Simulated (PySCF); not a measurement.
**Two-component Hartree-Fock for Nb¹⁶⁺ (niobium, charge +16)**

Start: [Ar] 3d7; 3d3/2 filled at m_j = -3/2, -1/2, +1/2, +3/2; 3d5/2 filled at m_j = +1/2, +3/2, +5/2. Calculated with PySCF 2.14 in an uncontracted even-tempered set (17 s from 1.5 bohr⁻², ratio 2.8; 12 p from 1.9 bohr⁻², ratio 2.8; 8 d from 1.9 bohr⁻², ratio 2.8; 4 f from 8.7 bohr⁻², ratio 3): generalised Hartree-Fock with the X2C-1e Hamiltonian and a Gaussian nucleus; one run each with spin-orbit coupling (SO) switched off, then screened by Boettger's factors.

```tsv
spinor shell	electrons	ε, spin-free (eV)	ε, screened SO (eV)	weight of nominal j (screened SO)	rms radius, screened SO (bohr)
1s1/2	2	-19553.5	-19552.4	1.000	0.0415
2s1/2	2	-3201.6	-3201.1	1.000	0.171
2p1/2	2	-2903.0	-2971.1	0.999	0.149
2p3/2	4	-2903.0	-2870.4	0.999	0.153
3s1/2	2	-898.89	-898.76	1.000	0.456
3p1/2	2	-796.80	-814.53	0.917	0.450
3d3/2	4	-646.04	-647.40	0.714	0.430
3d5/2	3	-646.04	-644.64	0.718	0.431
```

Question: Where does 3p3/2 lie, and what is the 3p spin-orbit splitting (screened SO)?

Answer: At -788.20 eV, 26.329 eV above 3p1/2.

```
   quantity    spin-free  screened SO
E (hartree)  -3701.80100  -3702.29697
        M_J          9/2          9/2
       ⟨J²⟩       24.751       24.752
       ⟨L²⟩       12.001       12.560
       ⟨S²⟩        3.750        3.552
```

Each row is a mean over spinors that exchange with the open shell spreads, by up to 24.061 eV (3p3/2).

Rows whose weight is well below 1 are mixtures of j = l ± 1/2: exchange outweighs spin-orbit coupling there, and the label is only the starting occupation.

Breit and QED terms are absent; they matter most for the inner s and p1/2 levels.

Densities and radii are taken from the X2C orbitals without a picture-change correction, which distorts them close to the nucleus.

Without spin-orbit coupling the j labels of p, d and f shells carry no meaning; the spin-free column gives the mean over the occupied spinors of each nl shell.
